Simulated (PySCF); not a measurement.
**Distorted geometries of [Ce(NO2)]2+**

[Ce(NO2)]2+ (singlet in the valence; each metal's 4f electrons, 1 of them, lie in its core potential, out of spins and levels). PySCF 2.14.0, RKS r2SCAN, Ce lcecp-1-SVP with ECP47, O def2-SVP, N def2-SVP; non-relativistic Hamiltonian with scalar-relativistic core potentials where named; density fitting; no spin-orbit coupling. Relaxed geometry:

```xyz
4

Ce    0.0000    0.0000   -0.4444
O     1.0438    0.0000    1.6164
O    -1.0438    0.0000    1.6164
N     0.0000    0.0000    2.3506
```

Task: Order these distorted geometries by energy above the relaxed one, lowest first.
A.
```xyz
4

Ce   -0.0160    0.0328   -0.4197
O     1.0552   -0.0332    1.5978
O    -1.0462   -0.0087    1.6033
N     0.0070    0.0091    2.3577
```
B.
```xyz
4

Ce    0.0125    0.0282   -0.3976
O     1.0680    0.0191    1.5805
O    -1.0785   -0.0484    1.6270
N    -0.0020    0.0012    2.3292
```
C.
```xyz
4

Ce    0.1314    0.3359   -0.3368
O     1.0339   -0.2055    1.7873
O    -1.0289   -0.1593    1.4871
N    -0.1364    0.0289    2.2016
```

Result: A (0.03 eV), B (0.06 eV), C (0.83 eV).

Task: Which forces (eV/Å) act in the one that lies 0.83 eV up?

Result: 
```
Ce   1.02  0.06 -1.48
O   -0.19 -0.06 -2.27
O   -5.82 -1.68 -5.27
N    4.99  1.69  9.03
```
Forces carry noise of the integration grid, about 0.01 to 0.03 eV/Å.

No frequency check is given that shows the relaxed geometry to be a minimum. An lcecp potential fixes the number of 4f electrons, so in runs with it no electron can move into or out of that shell.
